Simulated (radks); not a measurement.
Values are calculated unless marked as measured or tabulated.
Task: The molybdenum ion Mo3+, 39 electrons, occupied as [Kr] 4d1.5 5s0.5 5p1 (fractional occupations, a model configuration). Level of theory: scalar-relativistic Kohn-Sham, PBE, spin-polarised, spherical densities, point nucleus; open shells are filled with parallel spins first (spin-orbit coupling, left out, can overturn this in heavy ions) (a radial shooting solver on a logarithmic mesh with Libxc functionals). Some entries of the table are withheld. Estimate them.

orbital  occ.  eigenvalue (eV)  <r^2> (bohr^2)  <r> (bohr)
1s up       1        -19864.05        0.001669     0.03517
1s down     1        -19864.01        0.001669     0.03517
2s up       1        -2841.889         0.02785      0.1537
2s down     1        -2841.636         0.02785      0.1537
2p up       3        -2544.949         0.02193      0.1340
2p down     3        -2544.743         0.02192      0.1340
3s up       1        -518.2339          0.2106      0.4288
3s down     1        -518.0634          0.2105      0.4287
3p up       3        -420.9532          0.2156      0.4304
3p down     3        -420.7612          0.2155      0.4304
3d up       5        -262.8111          0.2070      0.4149
3d down     5        -262.5409          0.2068      0.4148
4s up       1        -104.6355           1.335       1.087
4s down     1        -103.1778           1.326       1.083
4p up       3         -77.9847           1.621         (1)
4p down     3         -76.3875           1.607         (2)
4d up     1.5         -39.6872           2.731       1.530
4d down     0         -37.8064           2.682       1.517
5s up     0.5         -30.7801           7.420       2.579
5s down     0         -28.4638           7.275       2.553
5p up       1         -24.1501           9.682       2.942

Result: 
(1) 4p up <r> (bohr): 1.193
(2) 4p down <r> (bohr): 1.188
